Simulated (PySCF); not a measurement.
Run record: excited-state job, `[Cu][Cu]`.

Computed with TDDFT CAM-B3LYP/aug-cc-pVTZ, vertical, gas phase, core orbitals frozen in the response (PySCF 2.14.0, density-fitted response routines). Geometry: PBE0-D3(BJ)/def2-TZVP. The command runs a driver script over a list of jobs; the input below is this job's line of settings and its coordinates in Å.

Command:
```bash
OMP_NUM_THREADS=1 python probes_run.py task.json out
```

Input:
```
{"job": {"kind": "uv", "xc": "CAM-B3LYP", "basis": "aug-cc-pVTZ", "ip": false, "dynamic": false}, "charge": 0, "multiplicity": 1}
Cu     1.145482    -0.036717     0.002888
Cu    -1.138467     0.006913    -0.015471
```

Question: What does the run print?

Answer: 
```
coarse grid: 14880 points
cycle   1  E = -3280.5930984935  dE = -2.153e-02  |g| = 3.258e+00  |ddm| = 2.517e+00
cycle   2  E = -3278.6784600106  dE =  1.915e+00  |g| = 6.553e+00  |ddm| = 3.562e+00
cycle   3  E = -3281.3099954633  dE = -2.632e+00  |g| = 5.651e-01  |ddm| = 2.786e+00
cycle   4  E = -3281.3375396444  dE = -2.754e-02  |g| = 8.696e-02  |ddm| = 3.077e-01
cycle   5  E = -3281.3381708590  dE = -6.312e-04  |g| = 3.476e-03  |ddm| = 5.142e-02
cycle   6  E = -3281.3381953877  dE = -2.453e-05  |g| = 3.044e-03  |ddm| = 2.128e-02
cycle   7  E = -3281.3382044042  dE = -9.017e-06  |g| = 2.275e-03  |ddm| = 1.448e-02
final grid: 26080 points
cycle   8  E = -3281.3381336770  dE = -4.032e-07  |g| = 4.942e-03  |ddm| = 5.221e-03
cycle   9  E = -3281.3381260464  dE =  7.631e-06  |g| = 1.227e-02  |ddm| = 6.769e-03
cycle  10  E = -3281.3381360432  dE = -9.997e-06  |g| = 3.697e-04  |ddm| = 3.932e-03
cycle  11  E = -3281.3381362370  dE = -1.938e-07  |g| = 1.883e-04  |ddm| = 1.779e-03
cycle  12  E = -3281.3381363253  dE = -8.833e-08  |g| = 1.191e-05  |ddm| = 2.215e-03
cycle  13  E = -3281.3381363254  dE = -9.641e-11  |g| = 6.231e-06  |ddm| = 4.738e-05
converged SCF energy = -3281.3381363254

Static polarisability (au): isotropic 78.905, principal 63.572 63.572 109.571

Singlet excitations
state   eV       nm        f      main configurations
  1   2.7468    451.4   0.00000   H-1->L 0.92
  2   2.8200    439.7   0.00228   H-2->L 0.92
  3   2.8200    439.7   0.00228   H-3->L 0.92
  4   2.8566    434.0   0.17789   H->L 0.80, H-10->L 0.13
  5   3.0348    408.5   0.00000   H-4->L 0.91
  6   3.0351    408.5   0.00000   H-5->L 0.91
  7   3.2190    385.2   0.00000   H-6->L 0.90
  8   3.2192    385.1   0.00000   H-7->L 0.90
  9   3.6073    343.7   0.00000   H-8->L 0.86
 10   3.6073    343.7   0.00000   H-9->L 0.86

Triplet excitations (Tamm-Dancoff, eV): 1.8202 2.4505 2.5453 2.5453
```

The SCF starts on a coarse grid where the log names one; the energy can jump when the final grid takes over, and dE then counts from the start density on the new grid. H and L stand for HOMO and LUMO; the number after each pair is its weight.

Question: Give S1 in cm⁻¹ and kJ/mol.

Answer: 2.7468 eV × 8065.54 = 22154 cm⁻¹; × 96.485 = 265.0 kJ/mol.

Question: How does the lowest singlet excitation compare with the HOMO–LUMO gap?

Answer: HOMO -6.86 eV and LUMO -1.42 eV give a gap of 5.44 eV; S1 at 2.75 eV lies 2.69 eV below it.

Summary of the converged run: HOMO -6.86 eV, LUMO -1.42 eV; lowest singlet 2.75 eV; lowest triplet 1.82 eV (Tamm–Dancoff); mean polarisability 78.9 au.

Isolated species at its PBE0-D3(BJ)/def2-TZVP geometry, gas phase.

Question: How long does this job take on one thread of an Arm Neoverse N1, no GPU, shared host? And the peak memory of the process?

Answer: About 26 s, with 0.86 GiB resident at the peak, the Python interpreter and its libraries included.
Labels such as C1 count atoms from 1, the log's own numbers from 0.
